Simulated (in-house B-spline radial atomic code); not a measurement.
A fraction x of an electron is removed from 2p in Al2+, starting from [Ne] 3s1 and keeping the highest spin. Method: scalar-relativistic (X2C) LDA exchange-only, spin-polarised, spherical fractional occupations, Fermi nucleus of rms radius 3.061 fm. Calculated with an all-electron radial atomic-structure program (B-spline basis).

| x | E(x) - E(0) (eV) | 2p down level (eV) |
| --- | --- | --- |
| 0 | 0.0000 | -88.156 |
| 0.05 | 4.4443 | -89.615 |
| 0.23 | 21.0517 | -94.927 |
| 0.36 | 33.6447 | -98.820 |
| 0.46 | 43.6778 | -101.846 |
| 0.5 | 47.7759 | -103.063 |
| 0.59 | 57.1755 | -105.819 |
| 0.7 | ? | ? |
| 0.8 | ? | ? |
| 0.96 | 98.4533 | -117.360 |
| 1 | 103.1730 | -118.628 |

Problem. What belongs in the row x = 0.7?

Solution. An energy change of 69.0020 eV; 2p down at -109.215 eV.

Problem. What belongs in the row x = 0.8?

Solution. An energy change of 80.0790 eV; 2p down at -112.328 eV.

Problem. Check Janak's theorem between x = 0.05 and 0.23.

Solution. The slope of the energy is 92.26 eV; the orbital levels give 92.27 eV (-ε of the emptying orbital, averaged over the two points).
